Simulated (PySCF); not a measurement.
# Excitation energy of Ce by level of theory

Ce [Xe] 4f1 5d1 6s2 (high-spin determinant) → Ce [Xe] 4f2 6s2 (high-spin determinant), as a difference of total energies. Calculation: PySCF 2.14, in cc-pVDZ-X2C (8s7p5d3f1g, 84 functions); scalar relativity by spin-free X2C-1e. Correlated levels: valence: [Kr] 4d10 frozen. The calculations carry no spin-orbit coupling.

| method | excitation energy (eV) |
| --- | --- |
| UHF | 1.444 |
| MP2 (valence) | 1.151 |
| SCS-MP2 (valence) | 1.262 |
| CCSD (valence) | 1.201 |
| CCSD(T) (valence) | 1.189 |

Q: How much does correlation contribute at CCSD(T) (valence)?

A: 1.189 − (1.444) = -0.255 eV, measured against UHF.

A first-order spin-orbit estimate (lowest level to lowest level, LS coupling) adds 0.016 eV.

The determinant of the lower state and of the upper state mixes LS terms, which raises its energy above the lowest term, most at the Hartree-Fock and MP2 levels.
